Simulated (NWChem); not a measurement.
System: CH$_{4}$BCl; SMILES CBCl

The following NWChem deck was run.

```
start job
memory heap 200 mb stack 900 mb global 1100 mb
geometry units angstroms noautoz
  B     -0.595909     0.437833     0.001715
  H     -1.802452     0.481474     0.002786
  Cl     0.107839    -1.170148     0.000349
  C      0.283635     1.718944     0.001938
  H      0.014425     2.337972     0.876459
  H      0.020193     2.335336    -0.876166
  H      1.366967     1.538920     0.005829
end
basis spherical
  * library def2-svp
end
dft
  xc xpbe96 cpbe96
  iterations 150
  vectors input atomic output neutral.movecs
end
task dft energy
charge 1
dft
  odft
  mult 2
  vectors input atomic output cation.movecs
end
task dft energy
```

Output (shortened):

```
             Northwest Computational Chemistry Package (NWChem) 7.3.0
             --------------------------------------------------------

 C1  symmetry detected

                             Geometry "geometry" -> ""
                             -------------------------

 Output coordinates in angstroms (scale by  1.889725989 to convert to a.u.)

  No.       Tag          Charge          X              Y              Z
 ---- ---------------- ---------- -------------- -------------- --------------
    1 B                    5.0000    -0.60033261     0.46011780    -0.00002873
    2 H                    1.0000    -1.80683667     0.50483423     0.00025310
    3 Cl                  17.0000     0.10198279    -1.14849001    -0.00001034
    4 C                    6.0000     0.28035246     1.74044467     0.00000289
    5 H                    1.0000     0.01114123     2.36022330     0.87399170
    6 H                    1.0000     0.01801529     2.35655775    -0.87862746
    7 H                    1.0000     1.36352092     1.55945797     0.00468471

 Effective nuclear repulsion energy (a.u.)      83.2191097207

  pbe96 is a nonlocal functional; adding pw91lda local functional.

                                 NWChem DFT Module
                                 -----------------

 Summary of "ao basis" -> "ao basis" (spherical)
 ------------------------------------------------------------------------------
       Tag                 Description            Shells   Functions and Types
 ---------------- ------------------------------  ------  ---------------------
 B                          def2-svp                 6       14   3s2p1d
 H                          def2-svp                 3        5   2s1p
 Cl                         def2-svp                 8       18   4s3p1d
 C                          def2-svp                 6       14   3s2p1d

            General Information
            -------------------
          SCF calculation type: DFT
          Wavefunction type:  closed shell.
          No. of atoms     :     7
          No. of electrons :    32
           Alpha electrons :    16
            Beta electrons :    16
          Charge           :     0
          Spin multiplicity:     1
          Use of symmetry is: off; symmetry adaption is: off
          Maximum number of iterations: 150
          AO basis - number of functions:    66
                     number of shells:    32
          Convergence on energy requested:  1.00D-06
          Convergence on density requested:  1.00D-05
          Convergence on gradient requested:  5.00D-04

              XC Information
              --------------
          PerdewBurkeErnzerhof Exchange Functional  1.000
            Perdew 1991 LDA Correlation Functional  1.000 local
           PerdewBurkeErnz. Correlation Functional  1.000 non-local

             Grid Information
             ----------------
          Grid used for XC integration:  medium
          Radial quadrature: Mura-Knowles
          Angular quadrature: Lebedev.
          Tag              B.-S. Rad. Rad. Pts. Rad. Cut. Ang. Pts.
          ---              ---------- --------- --------- ---------
          B                   0.85       49           8.0       434
          H                   0.35       45          10.0       434
          Cl                  1.00       88          10.0       590
          C                   0.70       49           8.0       434
          Grid pruning is: on
          Number of quadrature shells:   366
          Spatial weights used:  Erf1

      Superposition of Atomic Density Guess
      -------------------------------------

 Sum of atomic energies:        -523.44944043

      Non-variational initial energy
      ------------------------------

 Total energy =    -524.770586
 1-e energy   =    -884.468860
 2-e energy   =     276.479164
 HOMO         =      -0.357383
 LUMO         =       0.005206

   convergence    iter        energy       DeltaE   RMS-Dens  Diis-err
 ---------------- ----- ----------------- --------- --------- ---------
 d= 0,ls=0.0,diis     1   -525.0721106243 -6.08D+02  1.34D-02  3.39D-01
 d= 0,ls=0.0,diis     2   -525.0595916476  1.25D-02  1.03D-02  3.29D-01
 d= 0,ls=0.0,diis     3   -525.1011657396 -4.16D-02  3.97D-03  6.19D-02
 d= 0,ls=0.0,diis     4   -525.1104814085 -9.32D-03  7.86D-04  3.40D-03
 d= 0,ls=0.0,diis     5   -525.1108847509 -4.03D-04  1.99D-04  2.17D-04
  Resetting Diis
 d= 0,ls=0.0,diis     6   -525.1109164021 -3.17D-05  4.02D-05  6.10D-06
 d= 0,ls=0.0,diis     7   -525.1109172512 -8.49D-07  2.98D-05  5.96D-07
 d= 0,ls=0.0,diis     8   -525.1109172060  4.52D-08  1.79D-05  9.18D-07
 d= 0,ls=0.0,diis     9   -525.1109173413 -1.35D-07  2.38D-06  3.35D-08

         Total DFT energy =     -525.110917341336
      One electron energy =     -886.986683141467
           Coulomb energy =      317.552495191061
    Exchange-Corr. energy =      -38.895839111649
 Nuclear repulsion energy =       83.219109720719

 Numeric. integr. density =       32.000006850820

                       DFT Final Molecular Orbital Analysis
                       ------------------------------------

 Vector   14  Occ=2.000000D+00  E=-3.161021D-01
              MO Center= -2.4D-01,  5.3D-01,  1.6D-03, r^2= 3.4D+00
   Bfn.  Coefficient  Atom+Function         Bfn.  Coefficient  Atom+Function
  ----- ------------  ---------------      ----- ------------  ---------------
    31      0.312463  3 Cl py                28      0.270246  3 Cl py
    15     -0.250920  2 H  s                  4     -0.237047  1 B  px
    62     -0.237824  7 H  s                 41     -0.217933  4 C  px
    42      0.167169  4 C  py                25      0.155934  3 Cl py
    52      0.138029  5 H  s                 57      0.135706  6 H  s

[...]
```

Level: PBE/def2-SVP, vertical spin-unrestricted ions. Structure relaxed at the PBE0/def2-SVP level.
